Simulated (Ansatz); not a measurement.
Species: C4H6BN, SMILES `B/C(C#N)=C/C` (charge 0, multiplicity 1), formula C$_{4}$H$_{6}$BN.

Q: How many basis functions does frozen-core CCSD(T)/cc-pVTZ // CAM-B3LYP-D3(BJ)/def2-TZVP in Ansatz (a quantum-chemistry and plane-wave program) use, how many core orbitals are frozen, and how many electrons are correlated?

A: 264 basis functions and 6 frozen orbitals, which leaves 30 correlated electrons. Core time is of the order of minutes.
